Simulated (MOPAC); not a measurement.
MOPAC input (PM3):

```
PM3 FORCE THERMO(298,298) PRECISE LET CHARGE=-1 GEO-OK AUX(PRECISION=9) THREADS=1
H3BN

B    -0.67509614 1    0.04156631 1   -0.01955427 1
N     0.68517231 1    0.05983078 1    0.02322250 1
H    -1.37307522 1   -0.87067936 1   -0.07138544 1
H    -1.25685039 1    1.02381383 1   -0.00508178 1
H     1.13063526 1   -0.82876051 1    0.00762424 1
```

**Question.** Which zero-point energy does it print?

**Answer.** 21.26 kcal/mol, from the harmonic wavenumbers of PM3.
